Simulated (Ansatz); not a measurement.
**Counterpoise correction, worked out**

The pair of F⁻ (SMILES [F-], atom 1) and CH$_{2}$O (SMILES C=O, atoms 2–5), both closed shells, in one local arrangement (a lower one may exist), relaxed at PBE0-D4/def2-TZVPD:

F1  (0.083, -0.060, -1.424)
C2  (-0.032, 0.024, 0.165)
O3  (-0.982, 0.739, 0.568)
H4  (-0.086, -1.082, 0.344)
H5  (1.016, 0.379, 0.347)
(Å)

Computed with Ansatz 0.2.0 (basis: def2-TZVPPD); correlated methods freeze the cores.

MP2 total energies in eV:

| system | geometry | basis functions | energy |
| --- | --- | --- | --- |
| pair | pair | all | -5825.73077 |
| F⁻ | as in the pair | all (partner as ghosts) | -2714.21127 |
| CH$_{2}$O | as in the pair | all (partner as ghosts) | -3110.05618 |
| F⁻ | as in the pair | its own | -2714.14478 |
| CH$_{2}$O | as in the pair | its own | -3110.03415 |
| F⁻ | free (PBE0-D4 minimum) | its own | -2714.14478 |
| CH$_{2}$O | free (PBE0-D4 minimum) | its own | -3110.61562 |

(1) Work out the interaction energy with and without the counterpoise correction, the superposition error, and the binding energy from the relaxed fragments.

The T1 diagnostic stays at or below 0.023. The restricted Hartree–Fock reference is unstable towards an unrestricted one at one or more of these structures.

Results:

(1) Without correction: -5825.73077 − (-2714.14478) − (-3110.03415) = -1.55184 eV.
With correction (each fragment in the whole basis): -5825.73077 − (-2714.21127) − (-3110.05618) = -1.46332 eV = -33.74 kcal/mol.
The superposition error is the difference, 0.08852 eV, 6 % of the uncorrected value: each fragment borrows its partner's functions.
Deformation from the free shapes: 0.00000 eV for F⁻ and 0.58147 eV for CH$_{2}$O.
Binding energy from relaxed fragments: -1.46332 + 0.00000 + 0.58147 = -0.88185 eV = -20.34 kcal/mol (electronic, without zero-point energy; negative means bound). The deformation is large: the pair is on the way to a chemical bond or a shared proton. For comparison, the corrected interaction energy by CCSD(T) at an estimated basis limit (MP2 extrapolated from triple and quadruple zeta, plus CCSD(T) − MP2 in triple zeta) is -1.574 eV.

For scale, one of the runs: CCSD(T)/def2-TZVPPD, 151 basis functions, launched by `ansatz run in.yaml --threads 2 --pin off --events-out ev --progress --plain --max-ram 5222MiB`. The run took 19 s on 2 CPU threads of an Arm Neoverse V1 (shared host), with 1.1 GiB of host memory at its peak.
